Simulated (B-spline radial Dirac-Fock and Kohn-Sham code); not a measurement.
**What relativity does to the binding energies of Er**

System: the free erbium atom, configuration [Xe] 4f12 6s2.

Both columns are ΔSCF binding energies of the configuration average from an atomic code on a B-spline grid: non-relativistic Hartree-Fock with a point nucleus, and Dirac-Fock with a finite nucleus and the Coulomb interaction alone, averaged over the two j levels with weights 2j+1.

```
shell  Hartree-Fock (eV)  Dirac-Fock (eV)  shift (eV)  shift (%)
   1s            53848.5          57745.8    +3897.36      +7.24
   2s             8771.7           9788.9    +1017.21     +11.60
   2p             8352.4           8683.5     +331.05      +3.96
   3s             1983.6           2229.2     +245.65     +12.38
   3p             1793.3           1883.4      +90.10      +5.02
   3d             1442.6           1428.8      -13.88      -0.96
   4s              400.1            458.6      +58.51     +14.62
   4p              322.6            342.6      +20.04      +6.21
   4d              183.3            179.9       -3.39      -1.85
   4f              11.01             5.42       -5.59     -50.76
   5s              52.66            60.28       +7.62     +14.47
   5p              29.70            30.78       +1.08      +3.64
   6s               4.71             5.03       +0.33      +6.99
```

Relativity binds 1s, 2s, 2p, 3s, 3p, 4s, 4p, 5s, 5p, 6s more strongly, among those listed most of all 4s in relative terms, and 3d, 4d, 4f more weakly, because the contracted s and p shells screen the nucleus better.

Values without a named source are computed, but for edge energies of neutral atoms, which are taken from tables.
